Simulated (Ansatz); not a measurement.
```yaml
crystal:
  periodic: [false, false, false]
  atoms:
    - {symbol: O, position_ang: [-0.967525, 0.858003, 0.429318]}
    - {symbol: B, position_ang: [0.597406, -0.401608, 0.066589]}
    - {symbol: F, position_ang: [1.214571, -0.571935, 1.309351]}
    - {symbol: F, position_ang: [-0.019419, -1.707979, -0.189800]}
    - {symbol: F, position_ang: [1.317420, 0.125852, -1.271353]}
    - {symbol: H, position_ang: [-1.684901, 0.149900, 0.273003]}
    - {symbol: H, position_ang: [-0.603938, 1.360509, -0.194464]}
basis:
  gaussian: {orbitals: aug-cc-pVTZ}
total_charge: 1
magnetization: {spin_polarized: true, initial_magnetization: 7}
hamiltonian: {xc: {name: B97M-V}}
```

```sh
$ ansatz run in.yaml --threads 2 --pin off --events-out ev --progress --plain --max-ram 32768MiB --backend cuda --devices 0, --max-vram 18GiB
```

Output, abridged:

```
Functional definition: B97M-V
1200 factors; their error is unknown
mean field evaluation 1: about -10849.0611 eV, gradient 6.4e1 eV
mean field evaluation 2: about -10701.7229 eV, gradient 1.8e2 eV
mean field evaluation 4: about -10828.8358 eV, gradient 8.9e1 eV
mean field evaluation 8: about -10868.4482 eV, gradient 2.8e0 eV
mean field evaluation 16: about -10868.9053 eV, gradient 5.9e-2 eV
mean field evaluation 32: about -10868.9054 eV, gradient 2.8e-6 eV
mean field -10868.90543396 eV, -399.4249074894 hartree, gradient 7.6e-6 eV, S^2 15.763319; 10 other end points of the search recorded, 0 dependent functions left out
reference -10868.90554781 eV, -399.4249116732 hartree; 24, 17 occupied and 252, 259 virtual orbitals, 1200 factors
Total energy: -10868.90554781 eV, -399.4249116732 hartree
```

Task: What is wrong with this run?

Result: The spin is set far too high for this molecule. Self-consistency was reached. The result belongs to that input, not to the molecule as meant.
